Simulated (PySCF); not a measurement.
A small calculation by hand: chemical shift, span and skew from a shielding tensor

C3H10BNO, SMILES CCNB(C)O. Atoms are numbered in the order given.

```xyz
16

C      2.5279    -0.4286     0.1707
C      1.4433     0.3532    -0.5706
N      0.1616    -0.3271    -0.5881
B     -1.0113     0.0698     0.0865
C     -2.3402    -0.7969     0.0113
O     -0.9555     1.2442     0.8114
H      2.6902    -1.4188    -0.2884
H      2.2418    -0.5893     1.2223
H      3.4895     0.1100     0.1508
H      1.2941     1.3314    -0.0911
H      1.7808     0.5568    -1.6047
H      0.1528    -1.1979    -1.1069
H     -3.1751    -0.2056    -0.4056
H     -2.6585    -1.1196     1.0189
H     -2.2393    -1.7030    -0.6069
H     -1.7924     1.4574     1.2356
```

Geometry: B3LYP-D3(BJ)/def2-SVP. Other conformers were not sampled.

GIAO shieldings from PBE/pcSseg-1 (PySCF), non-relativistic, no solvent. The symmetric part of the tensor of C1 has the principal values 140.0, 153.7, 180.4 ppm. The same nucleus in TMS has σ = 182.0 ppm at this level (PySCF, at its B3LYP-D3(BJ)/def2-TZVP geometry).

Q: Work out the isotropic shielding, the ¹³C shift against TMS, the span and the skew.

A: 
σ(iso) = (σ11 + σ22 + σ33)/3 = 158.0 ppm. δ = σ(ref) − σ(iso) = 182.0 − (158.0) = 24.0 ppm.
Span Ω = σ33 − σ11 = 40.4 ppm. Skew κ = 3(σ(iso) − σ22)/Ω = 0.32. Tumbling in solution averages the tensor to δ; in a static solid the shielding alone would spread this spin-1/2 line over Ω.
